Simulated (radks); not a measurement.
All-electron atom: the rhenium ion Re26+ in [Kr] 4d10 4f3.

Method: scalar-relativistic Kohn-Sham, exchange-only LDA, spin-polarised, spherical densities, point nucleus; open shells are filled with parallel spins first (spin-orbit coupling, left out, can overturn this in heavy ions); computed with a radial shooting solver on a logarithmic mesh with Libxc functionals.

Energy parts (eV):
total: -445507.11
kinetic: 493331.03
electron-nucleus: -1060693.22
Hartree: 129505.89
exchange: -7650.81

Orbitals (lengths in bohr, moments of r in powers of bohr; r(90%) holds 90 % of the orbital's charge):
1s down: occ. 1; eigenvalue (eV) -72447.00; <r^2> 0.0004483; <r> 0.01804; r(90%) 0.0329
1s up: occ. 1; eigenvalue (eV) -72446.98; <r^2> 0.0004483; <r> 0.01804; r(90%) 0.0329
2s up: occ. 1; eigenvalue (eV) -13260.33; <r^2> 0.006886; <r> 0.07627; r(90%) 0.118
2s down: occ. 1; eigenvalue (eV) -13260.15; <r^2> 0.006885; <r> 0.07627; r(90%) 0.118
2p up: occ. 3; eigenvalue (eV) -11682.24; <r^2> 0.005715; <r> 0.06839; r(90%) 0.111
2p down: occ. 3; eigenvalue (eV) -11682.10; <r^2> 0.005715; <r> 0.06838; r(90%) 0.111
3s up: occ. 1; eigenvalue (eV) -3723.569; <r^2> 0.04445; <r> 0.1972; r(90%) 0.289
3s down: occ. 1; eigenvalue (eV) -3720.088; <r^2> 0.04440; <r> 0.1971; r(90%) 0.289
3p up: occ. 3; eigenvalue (eV) -3258.028; <r^2> 0.04519; <r> 0.1975; r(90%) 0.295
3p down: occ. 3; eigenvalue (eV) -3254.541; <r^2> 0.04513; <r> 0.1974; r(90%) 0.295
3d up: occ. 5; eigenvalue (eV) -2730.607; <r^2> 0.03741; <r> 0.1788; r(90%) 0.277
3d down: occ. 5; eigenvalue (eV) -2727.894; <r^2> 0.03734; <r> 0.1787; r(90%) 0.277
4s up: occ. 1; eigenvalue (eV) -1386.901; <r^2> 0.1999; <r> 0.4215; r(90%) 0.600
4s down: occ. 1; eigenvalue (eV) -1381.534; <r^2> 0.2002; <r> 0.4218; r(90%) 0.601
4p up: occ. 3; eigenvalue (eV) -1225.164; <r^2> 0.2196; <r> 0.4405; r(90%) 0.633
4p down: occ. 3; eigenvalue (eV) -1220.010; <r^2> 0.2200; <r> 0.4409; r(90%) 0.633
4d up: occ. 5; eigenvalue (eV) -1025.930; <r^2> 0.2327; <r> 0.4508; r(90%) 0.662
4d down: occ. 5; eigenvalue (eV) -1020.857; <r^2> 0.2333; <r> 0.4514; r(90%) 0.663
4f up: occ. 3; eigenvalue (eV) -810.7474; <r^2> 0.2213; <r> 0.4387; r(90%) 0.666
4f down: occ. 0; eigenvalue (eV) -805.2005; <r^2> 0.2224; <r> 0.4397; r(90%) 0.668

The highest occupied level is 4f up at -810.75 eV. Summed over all electrons, <r^2> = 5.495 bohr^2, which gives a Langevin (diamagnetic) susceptibility term of -4.35 x 10^-6 cm^3/mol. The density falls to 0.001 e/bohr^3 at r = 1.29 bohr. Spin moment in Bohr magnetons: 3. For comparison, the ionisation energy in NIST's Atomic Spectra Database is 860 eV (theoretical). In exact Kohn-Sham theory the highest level is minus the ionisation energy, but local and semilocal functionals leave it too shallow, through self-interaction and a potential that decays too fast; potentials with the right tail come closer.
